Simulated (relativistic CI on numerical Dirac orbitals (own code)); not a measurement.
**Line list: Electric-dipole lines, Cd XIII**

These numbers are calculated, not measured: Dirac-Coulomb-Breit CI, KLI orbitals optimised for each configuration, model QED (radiative potential, 1s self-energy scaled to tabulated hydrogen-like ionisation energies), unscaled Slater integrals (own radial code, finite nucleus).

Configurations in the expansion (outside the closed core [Ar] 3d10): 4s2 4p6, 4s2 4p5 4d, 4s 4p6 4d, 4s2 4p5 4f, 4s 4p6 4f, 4s2 4p5 5s, 4s2 4p5 5p, 4s 4p6 5s, 4s2 4p5 5d, 4s 4p6 5p, 4s2 4p5 6s, 4s2 4p5 5f, 4s2 4p5 6p, 4s2 4p5 5g, 4p6 4d 4f, 4s 4p6 5d, 4s2 4p5 6d, 4s2 4p5 7s, 4s2 4p5 6f, 4s2 4p5 7p, 4s 4p6 6s, 4p6 4d2, 4p5 4d3, 4p5 4d2 4f, 4p5 4d2 5s, 4p5 4d2 5p, 4p6 4f2, 4p5 4d 4f2, 4p5 4f3, 4p5 4f2 5s, 4p5 4f2 5p, 4p6 4d 5s, 4p5 4d 4f 5s, 4p5 4d 5s2, 4p5 4d 5s 5p. Double excitations out of closed p, d and f shells are left out; levels of such configurations are missing from the list, as are those of other unlisted configurations, and high levels can miss mixing partners. These lack a partner that the ground configuration has and come out too high: 4s2 4p5 5d, 4s2 4p5 6s, 4s2 4p5 5f, 4s2 4p5 6p, 4s2 4p5 5g.

| λ vac (nm) | Lower | Upper | A (s⁻¹) | log gf | S velocity/length |
| --- | --- | --- | --- | --- | --- |
| 14.327 | 4s2 4p5 4d 3F°_4 [5] | 4s2 4p5 5p 3D_3 [36] | 5.80e+10 | 0.10 | 0.88 |
| 14.442 | 4s2 4p6 1S_0 [1] | 4s2 4p5 4d 1P°_1 [13] | 6.92e+11 | 0.81 | 0.61 |
| 16.087 | 4s2 4p5 4f 3G_5 [20] | 4s2 4p5 5g 3H°_6 [88] | 1.83e+11 | 0.97 | 0.98 |
| 16.094 | 4s2 4p5 4d 3P°_0 [2] | 4s2 4p5 4f 3D_1 [22] | 1.16e+11 | 0.13 | 0.71 |
| 16.188 | 4s2 4p5 4d 3P°_1 [3] | 4s2 4p5 4f 3D_2 [23] | 1.31e+11 | 0.41 | 0.72 |
| 16.225 | 4s2 4p5 4f 3G_3 [30] | 4s2 4p5 5g 3H°_4 [100] | 1.70e+11 | 0.78 | 0.99 |
| 16.236 | 4s2 4p5 4f 3G_4 [21] | 4s2 4p5 5g 3H°_5 [89] | 1.60e+11 | 0.84 | 0.99 |
| 16.236 | 4s 4p6 4d 3D_1 [14] | 4s 4p6 4f 3F°_2 [58] | 9.41e+10 | 0.27 | 0.87 |
| 16.293 | 4s2 4p5 4d 3P°_1 [3] | 4s2 4p5 4f 3D_1 [22] | 1.14e+11 | 0.13 | 0.70 |
| 16.320 | 4s2 4p5 4f 3D_1 [22] | 4s2 4p5 5g 3F°_2 [90] | 1.58e+11 | 0.50 | 0.92 |
| 16.345 | 4s 4p6 4d 3D_2 [15] | 4s 4p6 4f 3F°_3 [59] | 1.01e+11 | 0.45 | 0.87 |
| 16.372 | 4s2 4p5 4f 3F_4 [31] | 4s2 4p5 5g 3H°_5 [101] | 1.76e+11 | 0.89 | 0.99 |
| 16.373 | 4s2 4p5 4f 3G_3 [24] | 4s2 4p5 5g 1G°_4 [93] | 1.54e+11 | 0.75 | 0.99 |
| 16.392 | 4s2 4p5 4f 3D_2 [23] | 4s2 4p5 5g 3F°_3 [91] | 1.32e+11 | 0.57 | 0.94 |
| 16.404 | 4s2 4p5 4f 3D_3 [32] | 4s2 4p5 5g 3F°_4 [102] | 1.75e+11 | 0.80 | 0.96 |
| 16.438 | 4s2 4p5 4f 3D_3 [25] | 4s2 4p5 5g 3F°_4 [92] | 1.61e+11 | 0.77 | 0.96 |
| 16.464 | 4s2 4p5 4d 3P°_2 [4] | 4s2 4p5 4f 3D_3 [25] | 1.31e+11 | 0.57 | 0.75 |
| 16.537 | 4s 4p6 4d 3D_3 [16] | 4s 4p6 4f 3F°_4 [60] | 1.14e+11 | 0.63 | 0.87 |
| 16.547 | 4s2 4p5 4f 3F_4 [26] | 4s2 4p5 5g 3G°_5 [94] | 1.55e+11 | 0.85 | 1.00 |
| 16.595 | 4s2 4p5 4d 3P°_2 [4] | 4s2 4p5 4f 3D_2 [23] | 8.68e+10 | 0.25 | 0.71 |
| 16.782 | 4s2 4p5 4d 3F°_2 [10] | 4s2 4p5 4f 3G_3 [30] | 1.46e+11 | 0.63 | 0.92 |
| 16.879 | 4s2 4p5 4d 3F°_3 [6] | 4s2 4p5 4f 3G_4 [21] | 1.34e+11 | 0.71 | 0.99 |
| 16.900 | 4s2 4p5 4d 3F°_2 [7] | 4s2 4p5 4f 3G_3 [24] | 1.11e+11 | 0.52 | 0.96 |
| 16.985 | 4s2 4p5 4d 3D°_2 [11] | 4s2 4p5 4f 3D_3 [32] | 1.62e+11 | 0.69 | 0.81 |
| 17.027 | 4s2 4p5 4f 3F_2 [29] | 4s2 4p5 5g 3G°_3 [95] | 1.25e+11 | 0.58 | 1.00 |
| 17.028 | 4s2 4p5 4d 3F°_4 [5] | 4s2 4p5 4f 3G_5 [20] | 1.44e+11 | 0.84 | 0.99 |
| 17.222 | 4s2 4p5 4d 1F°_3 [12] | 4s2 4p5 4f 3F_4 [31] | 1.45e+11 | 0.76 | 0.93 |
| 17.281 | 4s2 4p5 4d 3D°_3 [8] | 4s2 4p5 4f 3F_4 [26] | 1.36e+11 | 0.74 | 0.91 |
| 17.374 | 4s2 4p5 4d 3D°_1 [9] | 4s2 4p5 4f 3F_2 [29] | 1.03e+11 | 0.37 | 0.88 |
| 17.438 | 4s2 4p5 4d 3D°_3 [8] | 4s2 4p5 4f 3D_3 [25] | 4.80e+10 | 0.18 | 0.73 |
| 17.611 | 4s 4p6 4d 1D_2 [17] | 4s 4p6 4f 1F°_3 [61] | 1.40e+11 | 0.66 | 0.88 |
| 23.135 | 4s2 4p5 4f 3G_5 [20] | 4s 4p6 4f 3F°_4 [60] | 4.89e+10 | 0.55 | 0.51 |
| 24.107 | 4s2 4p5 4d 3F°_4 [5] | 4s 4p6 4d 3D_3 [16] | 3.36e+10 | 0.31 | 1.03 |
| 24.658 | 4s2 4p5 4d 3F°_3 [6] | 4s 4p6 4d 3D_2 [15] | 2.94e+10 | 0.13 | 0.99 |
| 46.264 | 4s2 4p5 5d 3F°_2 [52] | 4s2 4p5 5f 3G_3 [82] | 2.64e+10 | 0.77 | 0.97 |
| 46.413 | 4s2 4p5 5d 3F°_3 [47] | 4s2 4p5 5f 3G_4 [68] | 2.80e+10 | 0.91 | 0.97 |
| 46.680 | 4s2 4p5 5d 1D°_2 [49] | 4s2 4p5 5f 1F_3 [71] | 2.34e+10 | 0.73 | 0.97 |
| 46.985 | 4s2 4p5 5d 3F°_4 [48] | 4s2 4p5 5f 3G_5 [67] | 2.88e+10 | 1.02 | 0.97 |
| 47.058 | 4s2 4p5 5d 3F°_3 [54] | 4s2 4p5 5f 3G_4 [85] | 2.86e+10 | 0.93 | 0.97 |
| 47.250 | 4s2 4p5 5d 3D°_3 [50] | 4s2 4p5 5f 3F_4 [73] | 2.52e+10 | 0.88 | 0.97 |
| 47.778 | 4s2 4p5 5p 3D_3 [36] | 4s2 4p5 5d 3F°_4 [48] | 2.05e+10 | 0.80 | 0.99 |
| 47.983 | 4s2 4p5 5p 3D_2 [42] | 4s2 4p5 5d 3F°_3 [54] | 2.04e+10 | 0.69 | 0.96 |
| 48.424 | 4s2 4p5 5p 3P_2 [38] | 4s2 4p5 5d 3D°_3 [50] | 1.56e+10 | 0.58 | 0.94 |
| 70.500 | 4s2 4p5 5s 3P°_2 [18] | 4s2 4p5 5p 3D_3 [36] | 4.65e+09 | 0.39 | 1.13 |
| 91.937 | 4s2 4p5 6d 3F°_4 [107] | 4s2 4p5 6f 3G_5 [128] | 8.93e+09 | 1.10 | 0.99 |

Terms are leading LS components. Brackets give the number of a level in order of energy, since labels repeat. The list gives strong lines, with weight on those to low levels, among the lowest 256 of 2895 levels, so that lines to higher ones, which can be the strongest, are missing. Levels whose partners in the same complex of configurations lie outside the list can be far off, and so can their lines. Rates are taken at the computed energies, electric ones in the length gauge. A velocity-to-length ratio far from 1 marks an uncertain rate.

At this charge energies of transitions that change n are usually good to better than 1 %, and those within a shell (Δn = 0) to a few per cent.

LS names give the leading component of a level, which can be under half, so a name can repeat, a term be missing and a line seem to break the LS rules.
